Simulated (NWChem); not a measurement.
C$_{2}$H$_{6}$N$_{2}$Si; SMILES N[Si@H]1C=NC1

```xyz
11

N     -0.0428    -2.0463     0.4153
Si    -0.0184    -0.5248    -0.3866
C     -1.0954     0.9613     0.0742
N     -0.1180     1.7953     0.2146
C      1.1171     0.9520     0.0841
H     -0.0222    -2.1598     1.4197
H     -0.0071    -2.9267    -0.0793
H     -0.0398    -0.8715    -1.8360
H     -2.1302     1.3038     0.1531
H      1.6390     0.9065     1.0467
H      1.8136     1.3721    -0.6510
```
Atoms are numbered in this order, from 1.

Program: NWChem. Geometry: optimised at B3LYP/6-31G* (spherical d). LC-ωPBE (HJS hole) with def2-SVP; x = 1 − exp(−ω/0.25 bohr⁻¹) is a scale chosen for this fit.

```csv
row,x,−ε(HOMO) (eV)
ω = 0.05,0.181,5.89
ω = 0.15,0.451,7.24
ω = 0.25,0.632,8.26
ω = 0.35,0.753,withheld
ω = 0.80,0.959,10.58
```

Question: Fit a straight line of the last column on the one before it, predict the withheld value, and compare with the run.

Answer: 
1. Means of the 4 shown rows: x = 0.5557, y = 7.992. Slope Σ(x − x̄)(y − ȳ)/Σ(x − x̄)² = 1.931/0.3198 = 6.036; intercept 4.638.
2. The shown rows scatter about the line by 0.159 (root mean square); the largest residual is -0.19, at ω = 0.25.
3. At x = 0.753 (ω = 0.35; inside the shown range) the line gives 9.18.
4. The run gives 9.02, -0.16 from the line, 1.0 times the scatter.
